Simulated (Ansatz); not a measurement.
Born–Oppenheimer molecular dynamics of H₆O₂Si₂ (10 atoms, charge 0, multiplicity 1). It starts from a relaxed structure.

Method: RHF/6-31G in Ansatz.

```json
{
  "ensemble": "NVT, Langevin thermostat",
  "time step": "0.5 fs",
  "steps asked": "250",
  "set temperature": "500 K",
  "friction": "0.001 /fs",
  "masses": "H 3.016 u",
  "seed": "463741"
}
```

First frame:

```xyz
10
Properties=species:S:1:pos:R:3
Si -0.038 -0.172 0.040
H 0.274 -0.108 1.490
O 1.483 0.021 -0.697
H 1.740 0.053 -1.605
O -1.097 1.089 -0.390
H -1.048 2.021 -0.236
Si -1.137 -2.128 -0.676
H -2.456 -2.250 0.008
H -1.341 -2.084 -2.153
H -0.307 -3.324 -0.343
```

(1) How far do the bonds stretch over the last three quarters of this one trajectory? (Pairs bonded in most of those frames.)

## Answers

(1) 
| bond | mean (Å) | spread (Å) | shortest | longest |
| --- | --- | --- | --- | --- |
| Si1–H2 | 1.486 | 0.022 | 1.45 | 1.52 |
| Si1–O3 | 1.705 | 0.043 | 1.63 | 1.79 |
| Si1–O5 | 1.707 | 0.024 | 1.66 | 1.75 |
| Si1–Si7 | 2.358 | 0.031 | 2.30 | 2.40 |
| O3–H4 | 0.948 | 0.029 | 0.90 | 1.01 |
| O5–H6 | 0.947 | 0.013 | 0.92 | 0.97 |
| Si7–H8 | 1.496 | 0.039 | 1.44 | 1.56 |
| Si7–H9 | 1.499 | 0.046 | 1.43 | 1.57 |
| Si7–H10 | 1.495 | 0.033 | 1.44 | 1.55 |

Mean temperature of the second half: 258 K. The mean temperature of the second half is 48 % below the set value. A run of 0.12 ps of so small a system gives no equilibrium averages. Limits of this set-up: no polarisation functions.

The run took 4.6 min on 1 thread of Arm Neoverse V1 (shared host), peak memory 0.1 GiB.
